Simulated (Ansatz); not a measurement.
Cartesian coordinates in Å:
```
N 0.5131 -0.7673 -1.6073
C -0.8367 -0.2851 -1.3495
Ga -0.9687 0.6568 0.3896
Si 0.9021 0.5583 1.9197
H 0.8387 -1.3759 -0.8682
H 0.5640 -1.2942 -2.4710
H -1.1043 0.4585 -2.1101
H -1.6289 -1.0519 -1.3980
H -2.2817 1.4599 0.7326
H 0.4827 0.6099 3.3486
H 1.8124 1.7146 1.6778
H 1.7072 -0.6838 1.7359
```

Charge 0, multiplicity 1.

Task: List the r2SCAN/def2-TZVPP orbital energies in eV (the Gaussian-basis code of Ansatz). (Best estimate.)

Result: Computed: Occupied: -10122.06, -1790.64, -1244.29, -1100.73, -1100.62, -1100.60, -384.85, -273.44, -147.82, -141.14, -100.81, -100.48, -100.43, -95.99, -95.99, -95.98, -22.93, -20.39, -20.26, -20.23, -20.14, -20.06, -16.67, -13.63, -12.39, -11.32, -10.61, -9.86, -8.68, -8.64, -7.15, -6.50, -5.59. Lowest empty: -2.35, 0.07, 0.24, 0.86, 1.12, 1.49, 1.73, 2.54.
